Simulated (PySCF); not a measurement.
## KGa⁺: energy against distance

Set-up: PySCF, spin-free X2C with a Gaussian nucleus, basis sets K x2c-SVPall, Ga x2c-SVPall. Energies in eV from K⁺ + Ga in their ground configurations at the same level. State: ²Σ⁺ (doublet), unpaired electrons σ ↑.

All columns are PBE0. A positive dipole points towards Ga; it is taken about the centre of mass and depends on that origin.

```json
{"R (Å)": "3.408", "E (eV)": "-0.473", "μ (D)": "-7.50", "Mulliken charge on K (basis-dependent)": "0.77", "HOMO (eV)": "-8.34", "LUMO (eV)": "-6.04", "Mayer bond order": "0.38", "⟨S²⟩": "0.75"}
{"R (Å)": "3.567", "E (eV)": "-0.529", "μ (D)": "-7.76", "Mulliken charge on K (basis-dependent)": "0.75", "HOMO (eV)": "-8.26", "LUMO (eV)": "-5.93", "Mayer bond order": "0.40", "⟨S²⟩": "0.75"}
{"R (Å)": "3.725", "E (eV)": "-0.560", "μ (D)": "-8.04", "Mulliken charge on K (basis-dependent)": "0.75", "HOMO (eV)": "-8.17", "LUMO (eV)": "-5.83", "Mayer bond order": "0.41", "⟨S²⟩": "0.75"}
{"R (Å)": "3.844", "E (eV)": "-0.572", "μ (D)": "-8.25", "Mulliken charge on K (basis-dependent)": "0.74", "HOMO (eV)": "-8.10", "LUMO (eV)": "-5.75", "Mayer bond order": "0.41", "⟨S²⟩": "0.75"}
{"R (Å)": "3.963", "E (eV)": "-0.575", "μ (D)": "-8.48", "Mulliken charge on K (basis-dependent)": "0.74", "HOMO (eV)": "-8.02", "LUMO (eV)": "-5.69", "Mayer bond order": "0.40", "⟨S²⟩": "0.75"}
{"R (Å)": "4.082", "E (eV)": "-0.572", "μ (D)": "-8.72", "Mulliken charge on K (basis-dependent)": "0.75", "HOMO (eV)": "-7.95", "LUMO (eV)": "-5.62", "Mayer bond order": "0.40", "⟨S²⟩": "0.75"}
{"R (Å)": "4.240", "E (eV)": "-0.561", "μ (D)": "-9.06", "Mulliken charge on K (basis-dependent)": "0.75", "HOMO (eV)": "-7.84", "LUMO (eV)": "-5.53", "Mayer bond order": "0.39", "⟨S²⟩": "0.75"}
{"R (Å)": "4.439", "E (eV)": "-0.537", "μ (D)": "-9.50", "Mulliken charge on K (basis-dependent)": "0.76", "HOMO (eV)": "-7.71", "LUMO (eV)": "-5.43", "Mayer bond order": "0.38", "⟨S²⟩": "0.75"}
{"R (Å)": "4.676", "E (eV)": "-0.501", "μ (D)": "-10.08", "Mulliken charge on K (basis-dependent)": "0.77", "HOMO (eV)": "-7.55", "LUMO (eV)": "-5.32", "Mayer bond order": "0.37", "⟨S²⟩": "0.75"}
{"R (Å)": "4.993", "E (eV)": "-0.447", "μ (D)": "-10.91", "Mulliken charge on K (basis-dependent)": "0.78", "HOMO (eV)": "-7.34", "LUMO (eV)": "-5.18", "Mayer bond order": "0.35", "⟨S²⟩": "0.75"}
```

A fit through these points gives, at Re = 3.962 Å, μ = -8.48 D and dμ/dR = -1.96 D/Å; the reduced mass is 24.89 u.

Task: How strong is the fundamental in the double-harmonic approximation, I = 42.26·(dμ/dR)²/μred km/mol?

Result: I = 42.26·(-1.96)²/24.89 = 6.52 km/mol at PBE0.

Spin–orbit coupling is left out. For an ion De counts to the pair picked by the measured ionisation energies or electron affinities, which need not be the lowest pair at this level. The state was picked by a PBE0 search and need not be the measured ground state.
